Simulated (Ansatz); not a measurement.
## Molecular dynamics of CH₆BNO

Input:

```yaml
crystal:
  periodic: [false, false, false]
  atoms:
    - { symbol: B, position_ang: [0.000699, -0.08695, 0.064244] }
    - { symbol: C, position_ang: [-0.072845, -0.064793, 1.640958] }
    - { symbol: H, position_ang: [-1.096958, -0.066409, 2.043151] }
    - { symbol: H, position_ang: [0.457115, -0.938723, 2.053865] }
    - { symbol: H, position_ang: [0.448022, 0.824202, 2.031826] }
    - { symbol: O, position_ang: [1.253225, -0.040849, -0.49931] }
    - { symbol: H, position_ang: [1.245085, -0.060057, -1.460115] }
    - { symbol: "N", position_ang: [-1.167929, -0.15424, -0.727765] }
    - { symbol: H, position_ang: [-2.089419, -0.188411, -0.316551] }
    - { symbol: H, position_ang: [-1.179895, -0.175669, -1.738702] }
basis:
  gaussian: { orbitals: def2-SVP }
hamiltonian:
  xc: pbe0
  dispersion: d4
md:
  timestep: 1.0
  n_steps: 150
  ensemble: nvt_langevin
  temperature: 500.0
  initial_velocities: maxwell_boltzmann
  seed: 75364
  friction: 0.05
  temperature_schedule:
    - { n_steps: 37, end_temperature: 500.0 }
    - { n_steps: 113, end_temperature: 10.0 }
```

Run as:

```bash
$ ansatz run input.yaml --threads 1 --pin off --max-ram 2048MiB --backend cpu --events-out ev --progress --plain --runs-dir out
```

It starts from a relaxed structure.

Output, in part (step lines, the closing report, with atoms numbered from 0):

```
md step     0: t =     0.00 fs  T =   450.0 K (target 500.0 K)  F+E_penalty+E_count = -5341.09374389 eV  E_kin = 0.581670 eV  (24 SCF iters)
[... lines left out ...]
Total energy: -5340.99860226 eV, -196.2780783743 hartree
Atom 0 at     0.020057    -0.015116     0.092090 Å, force     0.007390     0.248519    -0.206376 eV/Å
Atom 1 at     0.046741     0.292925     1.646763 Å, force     0.495461    -0.598431     0.304230 eV/Å
Atom 2 at    -0.954757     0.623418     1.969058 Å, force     0.121273    -0.023925     0.176056 eV/Å
Atom 3 at     0.297643    -0.667035     2.203963 Å, force    -0.154675     0.993891    -0.374551 eV/Å
Atom 4 at     0.792193     1.081998     1.923890 Å, force    -0.376215    -0.565293    -0.149416 eV/Å
Atom 5 at     1.195845    -0.092827    -0.619439 Å, force    -0.058941     0.111117     0.199797 eV/Å
Atom 6 at     1.063433    -0.165896    -1.568802 Å, force    -0.003662    -0.099624     0.034390 eV/Å
Atom 7 at    -1.238614    -0.160517    -0.540277 Å, force     1.343271     0.052041    -0.145374 eV/Å
Atom 8 at    -2.054596    -0.167844     0.002718 Å, force    -1.362019     0.053729     0.794285 eV/Å
Atom 9 at    -1.398811    -0.401241    -1.495179 Å, force    -0.011884    -0.172023    -0.633041 eV/Å
Dipole moment:    -0.407756    -0.097586    -0.357552 e Å
```

The steps, from the saved trajectory:

```json
{"time (fs)": "0", "T (K)": "450", "potential energy less start (eV)": "0.000"}
{"time (fs)": "5", "T (K)": "296", "potential energy less start (eV)": "0.208"}
{"time (fs)": "10", "T (K)": "344", "potential energy less start (eV)": "0.267"}
{"time (fs)": "15", "T (K)": "476", "potential energy less start (eV)": "0.311"}
{"time (fs)": "20", "T (K)": "359", "potential energy less start (eV)": "0.424"}
{"time (fs)": "25", "T (K)": "591", "potential energy less start (eV)": "0.261"}
{"time (fs)": "30", "T (K)": "428", "potential energy less start (eV)": "0.572"}
{"time (fs)": "35", "T (K)": "593", "potential energy less start (eV)": "0.359"}
{"time (fs)": "40", "T (K)": "668", "potential energy less start (eV)": "0.650"}
{"time (fs)": "45", "T (K)": "640", "potential energy less start (eV)": "0.527"}
{"time (fs)": "50", "T (K)": "526", "potential energy less start (eV)": "0.383"}
{"time (fs)": "55", "T (K)": "463", "potential energy less start (eV)": "0.379"}
{"time (fs)": "60", "T (K)": "285", "potential energy less start (eV)": "0.361"}
{"time (fs)": "65", "T (K)": "327", "potential energy less start (eV)": "0.343"}
{"time (fs)": "70", "T (K)": "293", "potential energy less start (eV)": "0.360"}
{"time (fs)": "75", "T (K)": "301", "potential energy less start (eV)": "0.333"}
{"time (fs)": "80", "T (K)": "301", "potential energy less start (eV)": "0.342"}
{"time (fs)": "85", "T (K)": "282", "potential energy less start (eV)": "0.382"}
{"time (fs)": "90", "T (K)": "396", "potential energy less start (eV)": "0.429"}
{"time (fs)": "95", "T (K)": "183", "potential energy less start (eV)": "0.484"}
{"time (fs)": "100", "T (K)": "277", "potential energy less start (eV)": "0.481"}
{"time (fs)": "105", "T (K)": "363", "potential energy less start (eV)": "0.388"}
{"time (fs)": "110", "T (K)": "298", "potential energy less start (eV)": "0.351"}
{"time (fs)": "115", "T (K)": "322", "potential energy less start (eV)": "0.308"}
{"time (fs)": "120", "T (K)": "272", "potential energy less start (eV)": "0.233"}
{"time (fs)": "125", "T (K)": "268", "potential energy less start (eV)": "0.171"}
{"time (fs)": "130", "T (K)": "225", "potential energy less start (eV)": "0.210"}
{"time (fs)": "135", "T (K)": "186", "potential energy less start (eV)": "0.198"}
{"time (fs)": "140", "T (K)": "115", "potential energy less start (eV)": "0.207"}
{"time (fs)": "145", "T (K)": "96", "potential energy less start (eV)": "0.179"}
{"time (fs)": "150", "T (K)": "103", "potential energy less start (eV)": "0.095"}
```

The run went to its last step. The schedule's set-point averaged 173 K over the second half and the system 244 K, so it lags behind the ramp. A run of 0.15 ps of so small a system gives no equilibrium averages.

The same pairs are bonded in the first frame and the last. Pairs count as bonded within 1.25 times the sum of covalent radii (0.12 Å more for H–H).

Last frame:

```xyz
10
Properties=species:S:1:pos:R:3
B 0.020 -0.015 0.092
C 0.047 0.293 1.647
H -0.955 0.623 1.969
H 0.298 -0.667 2.204
H 0.792 1.082 1.924
O 1.196 -0.093 -0.619
H 1.063 -0.166 -1.569
N -1.239 -0.161 -0.540
H -2.055 -0.168 0.003
H -1.399 -0.401 -1.495
```

The run took 8.3 min on 1 thread of Intel(R) Xeon(R) Platinum 8259CL CPU @ 2.50GHz (Skylake/Cascade Lake), with other jobs on the host, peak memory 0.17 GiB.
